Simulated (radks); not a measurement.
Dynamic dipole polarisability and lines of the ruthenium ion Ru16+, [Ar] 3d10. All-electron calculation, non-relativistic Kohn-Sham, PBE, spin-unpolarised, spherical densities, point nucleus. Program: a radial shooting solver on a logarithmic mesh with Libxc functionals. Time-dependent linear response with the Hartree and adiabatic LDA kernel, continuum included through the Sternheimer equations. Lines are the poles of the dipole polarisability below minus the highest occupied eigenvalue, found on a grid refined at the orbital gaps; the lowest seven at most are given, and weak or close lines can be missed. The first line takes the name of the lowest orbital gap if no other gap lies below it; otherwise a line is named after a gap within 0.6 % of it, if that gap stands alone.

| photon energy (eV) | alpha (bohr^3) |
|---|---|
| 0 | 0.04264 |
| 31.840 | 0.04283 |
| 95.519 | 0.04321 |
| 159.20 | 0.04868 |
| 222.88 | 0.06172 |
| 286.56 | 0.1111 |
| 350.24 | 0.08292 |
| 413.92 | 7.903 |
| 477.60 | 0.04602 |
| 541.28 | 0.1476 |
| 604.95 | -0.04601 |

Lines (eV, oscillator strength): 297.97 (4.161 nm, 3d-4p), f = 0.453; 414.34 (2.992 nm, unassigned), f = 3.70; 426.31 (2.908 nm, 3p-4s), f = 0.168; 448.89 (2.762 nm, 3d-5p), f = 0.0761; 500.83 (2.476 nm, unassigned), f = 1.42; 512.31 (2.420 nm, 3p-4d), f = 0.865. Higher lines, where found, are left out when the end of the mesh affects them. Those listed give 64 % of the static polarisability (sum of f/w^2). Orbital energy gaps for comparison: 3d-4p 295.71 eV; 3d-4f 405.90 eV; 3p-4s 425.08 eV; 3d-5p 448.12 eV; 3d-5f 496.30 eV.
